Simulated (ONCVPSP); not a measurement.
What the settings do to the ONCV potential of Ni (Z = 28)

Base potential:

Ni, optimised norm-conserving Vanderbilt (ONCV), made with ONCVPSP 4.0.1 (BLYP, scalar-relativistic). Core [Ar], reference 3d8 4s2. Waves: 4s: rc 2.45 bohr, ncon 4, nbas 8, qcut 2.4 1/bohr, 2 projectors, debl 1.9 Ha; p scattering state at 0.09 Ha: rc 2.20 bohr, ncon 5, nbas 9, qcut 3 1/bohr, 3 projectors, debl 1.4 Ha; 3d: rc 0.85 bohr, ncon 3, nbas 7, qcut 20.2 1/bohr, 2 projectors, debl 3.8 Ha. Local part: polynomial inside 0.75 bohr (lpopt 5, dvloc0 2 Ha). Core correction: Teter function, fcfact 4.5, rcfact 1.45.

In the p channel the program set the typed energies aside and used 0.050, 1.450, 2.850 Ha.

Cutoffs, loose and tight: the cutoffs (Ha) at which the residual kinetic energy of the hardest occupied pseudo-wave falls to 1 and 0.1 mHa per electron. They do not see the model core or the augmentation charge, which bear on the density cutoff. Test errors are all-electron minus pseudo excitation energies from the reference, over the configurations 3d8 4s1; 3d8 4s0; 3d7 4s0; 3d7 4s2. A dash means not determined; rows that change the core or the reference have their own tests.

A true bound ghost makes a file unfit for plane-wave use even where its test errors are small: the radial tests pick states by their node count and pass the ghost by.

| change | outcome | cutoff, loose | cutoff, tight | bound ghosts | GHOST(+) flags above zero | largest test error (meV) |
| --- | --- | --- | --- | --- | --- | --- |
| base | generated, projector energies reset by the program | 136 Ha | 157 Ha | s, p | p | -376 |
| s: qcut 1.7; p: qcut 2.2; d: qcut 14.7 | generated, projector energies reset by the program | 96 Ha | 132 Ha | s, p | p | -484 |
| s: qcut 1.9; p: qcut 2.4; d: qcut 16.2 | generated, projector energies reset by the program | 107 Ha | 120 Ha | s, p | p | -460 |
| s: qcut 2.2; p: qcut 2.8; d: qcut 18.8 | generated, projector energies reset by the program | 126 Ha | 144 Ha | s, p | p | -411 |
| d: qcut 20.4 | generated, projector energies reset by the program | 137 Ha | 158 Ha | s, p | p | -376 |
| s: qcut 2.7; p: qcut 3.3; d: qcut 22.5 | generated, projector energies reset by the program | 147 Ha | 172 Ha | s, p | p | -318 |
| s: qcut 2.8; p: qcut 3.5; d: qcut 23.9 | generated, projector energies reset by the program | 154 Ha | 182 Ha | s, p | p | -299 |
| s: qcut 3.1; p: qcut 3.9; d: qcut 26.3 | generated, projector energies reset by the program | 164 Ha | 193 Ha | s, p | p | -250 |
| s: qcut 3.3; p: qcut 4.1; d: qcut 27.6 | generated, projector energies reset by the program | 164 Ha | 193 Ha | s, p | p | -221 |

(1) What comes out with this change to the base: s: qcut 3.4; p: qcut 4.3; d: qcut 28.9?

(2) What comes out with this change to the base: s: qcut 1.6; p: qcut 2; d: qcut 13.5?

Results:

(1) outcome: generated, projector energies reset by the program; cutoff, loose: 163 Ha; cutoff, tight: 192 Ha; bound ghosts: s, p; GHOST(+) flags above zero: p; largest test error (meV): -209.

(2) outcome: generated, projector energies reset by the program; cutoff, loose: 90 Ha; cutoff, tight: 270 Ha; bound ghosts: s, p; GHOST(+) flags above zero: p; largest test error (meV): -495.
